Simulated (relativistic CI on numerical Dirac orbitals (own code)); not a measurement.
**Cr2+ in a cubic cluster: 1s photoemission with charge transfer**

Computed with a charge-transfer multiplet model of a cubic metal-ligand cluster with up to 2 ligand holes, Slater and spin-orbit integrals from Dirac-Coulomb-Breit ions, Slater integrals scaled by 0.7. The ground state mixes d4 with configurations of k ligand holes L, whose averages lie at kΔ + k(k − 1)U_dd/2; a core hole lowers each added d electron by U_cd. 300 K, Lorentzian 1.1 eV and Gaussian 0.6 eV FWHM.

Atomic integrals in eV (Slater integrals scaled, ζ unscaled), ground: F2dd 6.716, F4dd 4.172, zeta_d 0.027; with the core hole: F2dd 8.004, F4dd 5.008, zeta_d 0.045, G2cd 0.038.

Cluster parameters (eV): Δ = 3, U_dd = 5.9, U_cd = 7.2, 10Dq = 1.5, 10Dq(ligand) = 1, final-state hopping factor = 1.

Weights, n_d and S are thermal averages at 300 K. Binding energies count from the first peak over 30 % of the highest in each spectrum, which can be another peak from case to case. The parameters are a model scan and need not match a compound or its usual spin state. Peaks in eV (height, largest 100): 0.0 (100), 3.1 (12), 7.5 (32).

(1) Which parameters give this spectrum?
A. V(eg) = 0.85 eV, V(t2g) = -0.39 eV
B. V(eg) = 2.05 eV, V(t2g) = -0.95 eV
C. V(eg) = 1.75 eV, V(t2g) = -0.81 eV

Results:

(1) C. V(eg) = 1.75 eV, V(t2g) = -0.81 eV; the ground state then has 4.42 d electrons and S = 1.89. The choice follows from running the model for each set and comparing peak positions and heights.
